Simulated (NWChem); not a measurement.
System meant: C$_{2}$Cl$_{2}$O$_{2}$Pt; SMILES [O+]#[C-]->[Pt]([Cl])([Cl])<-[C-]#[O+]

Here is an NWChem input.

```
start job
memory heap 200 mb stack 900 mb global 1100 mb
geometry units angstroms noautoz
  Pt    -0.000152     0.000062     0.000359
  Cl     2.148543    -0.905599     0.010955
  Cl    -2.148819     0.905712    -0.008345
  O      1.213214     2.813585    -0.012085
  C      0.764730     1.780307    -0.006969
  O     -1.213669    -2.813398     0.006374
  C     -0.764777    -1.780304     0.004713
end
basis spherical
  * library def2-svp
end
dft
  xc xpbe96 cpbe96
  iterations 150
  mulliken
end
task dft energy
```

End of the output:

```
          Convergence Information
          -----------------------
          Convergence aids based upon iterative change in
          total energy or number of iterations.
          Levelshifting, if invoked, occurs when the
          HOMO/LUMO gap drops below (HL_TOL):  1.00D-02
          DIIS, if invoked, will attempt to extrapolate
          using up to (NFOCK): 10 stored Fock matrices.

                    Damping( 0%)  Levelshifting(0.5)       DIIS
                  --------------- ------------------- ---------------
          dE  on:    start            ASAP                start
          dE off:    2 iters        150 iters           150 iters

      Screening Tolerance Information
      -------------------------------
          Density screening/tol_rho:  1.00D-10
          AO Gaussian exp screening on grid/accAOfunc:  14
          CD Gaussian exp screening on grid/accCDfunc:  20
          XC Gaussian exp screening on grid/accXCfunc:  20
          Schwarz screening/accCoul:  1.00D-08

      Superposition of Atomic Density Guess
      -------------------------------------

      charge =      78.0 Pt (Platinum)

      symmetry species            s     p     d     f
      number of basis functions = 7     6     5     1
      number of cont. functions = 6     3     2     1
      number of closed shells   = 6     4     2     1
      number of open shells     = 0     0     1     0
      open shell occupation     = 0     0     8     0
 ------------------------------------------------------------------------
 atomscf:atomd: error in atom scf                   0
 ------------------------------------------------------------------------
 ------------------------------------------------------------------------
  current input line :
    20: task dft energy
 ------------------------------------------------------------------------
 ------------------------------------------------------------------------
 This error has not yet been assigned to a category
 ------------------------------------------------------------------------
 For more information see the NWChem manual at https://nwchemgit.github.io

0:atomscf:atomd: error in atom scf:Received an Error in Communication
```

What is wrong, and how is it mended?

The program stopped with an error. Cause: the def2 basis of a heavy element holds valence functions alone and wants its effective core potential (without it all electrons must fit into that basis). This input runs:
```
start job
memory heap 200 mb stack 900 mb global 1100 mb
geometry units angstroms noautoz
  Pt    -0.000152     0.000062     0.000359
  Cl     2.148543    -0.905599     0.010955
  Cl    -2.148819     0.905712    -0.008345
  O      1.213214     2.813585    -0.012085
  C      0.764730     1.780307    -0.006969
  O     -1.213669    -2.813398     0.006374
  C     -0.764777    -1.780304     0.004713
end
basis spherical
  * library def2-svp
end
ecp
  Pt library def2-ecp
end
dft
  xc xpbe96 cpbe96
  iterations 150
  mulliken
end
task dft energy
```
It converges to -1265.48758 Ha (PBE/def2-SVP with def2 effective core potentials on Pt).
